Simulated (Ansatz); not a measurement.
Compare A (`C[C@H]1[AlH][Si@@H]1C`) with its isomer B (`[CH3][Al]1[CH2]C[SiH2]1`).

Isolated molecules relaxed with PBE0-D4/def2-TZVP in Ansatz; ΔE leaves out vibrations. CCSD(T)/CBS adds triple-zeta CCSD(T) − MP2 to the extrapolated MP2 energy (def2 sets, frozen cores). DFT in def2-TZVPP.

(1) Which is lower in electronic energy at CCSD(T)/CBS, and by how much? (Best estimate.)

(2) Give E(B) − E(A) in kJ/mol with B2PLYP, r2SCAN-D4, MP2/def2-TZVPP, ωB97M-V, CCSD/def2-TZVPP, HF/def2-TZVPP, PBE-D4. (Estimate.)

Largest T1 diagnostic: 0.012.

Answers

(1) Ansatz gave: B, by 80.9 kJ/mol.

(2) Ansatz gave: B2PLYP -80.9, r2SCAN-D4 -77.1, MP2/def2-TZVPP -80.6, ωB97M-V -83.0, CCSD/def2-TZVPP -83.0, HF/def2-TZVPP -84.1, PBE-D4 -76.7. None reverses the order clearly.

From PBE to PBE0 (25 % exact exchange), in def2-TZVPP and without D4, E(B) − E(A) moves by −3.6 kJ/mol.
